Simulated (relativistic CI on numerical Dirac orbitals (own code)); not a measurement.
Computed by Dirac-Coulomb-Breit CI, orbitals from a KLI potential per configuration, model QED (radiative potential, 1s self-energy scaled to tabulated hydrogen-like ionisation energies), unscaled Slater integrals (own radial code, finite nucleus).

The strongest absorption lines from the ground level of an ion, among the configurations computed and to levels below about 820 eV (vacuum wavelength in nm, gf): 1.5309 (0.23), 1.5324 (0.44), 5.4291 (2.4), 5.6348 (0.71), 6.1915 (0.98), 6.2466 (0.7), 6.7567 (0.19), 7.1205 (0.39).

Question: Which ion is it?
A. Xe³⁵⁺
B. Cd²⁹⁺
C. Cd³¹⁺
D. Rh²⁶⁺

Answer: B. Cd²⁹⁺ has 19 electrons and the ground level 3s2.3p6.3d 2D_3/2; the strongest line goes to 3s2.3p5.3d2 2D°_3/2. The pattern of lines fixes the number of electrons, and along that sequence the line energies rise steadily with the charge (about as its square where n changes within one kind of shell, about linearly where n is kept but much faster in heavy ions where fine structure, which grows about as Z⁴, sets the gap, and irregularly where shells cross), which fixes Z. Configurations outside the model, such as inner-shell arrays, can give stronger lines. At this charge energies of transitions that change n are usually good to better than 1 %, and those within a shell (Δn = 0) to a few per cent.

LS names give the leading component of a level, which can be under half, so a name can repeat, a term be missing and a line seem to break the LS rules.
